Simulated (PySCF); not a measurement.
PySCF 2.14 output of an unrestricted BP86 calculation on a single atom or ion in x2c-TZVPPall with one added diffuse shell each of s, p, d type (6s6p4d1f, 51 functions), with scalar relativity by spin-free X2C-1e:

```
SCF conv_tol = 1e-09
number electrons alpha = 7  beta = 5
    A. D. Becke.,  Phys. Rev. A 38, 3098 (1988)
    J. P. Perdew.,  Phys. Rev. B 33, 8822 (1986)
cycle= 1 E= -287.829362652291  delta_E= -0.00609  |g|= 0.00955  |ddm|= 0.103
cycle= 2 E= -287.829384895618  delta_E= -2.22e-05  |g|= 0.00298  |ddm|= 0.0081
cycle= 3 E= -287.829385863786  delta_E= -9.68e-07  |g|= 0.000324  |ddm|= 0.000971
cycle= 4 E= -287.829385883648  delta_E= -1.99e-08  |g|= 1.57e-05  |ddm|= 0.000212
cycle= 5 E= -287.829385883894  delta_E= -2.46e-10  |g|= 2.14e-06  |ddm|= 8.37e-05
converged SCF energy = -287.829385883894  <S^2> = 2.0000188  2S+1 = 3.0000126
```

The run itself started from symmetry-adapted Hartree-Fock orbitals and held the occupation by maximum overlap, on a logarithmic radial grid, so the iterations belong to that start.

**Question.** Which element, charge and spin multiplicity is this?

**Answer.** Si²⁺ (silicon, charge +2), multiplicity 3; the state was [Ne] 3d2, high-spin 3F determinant (an excited configuration).

The outer electron is Rydberg-like, and this basis confines it to a smaller radius and binds it less than a complete one would.
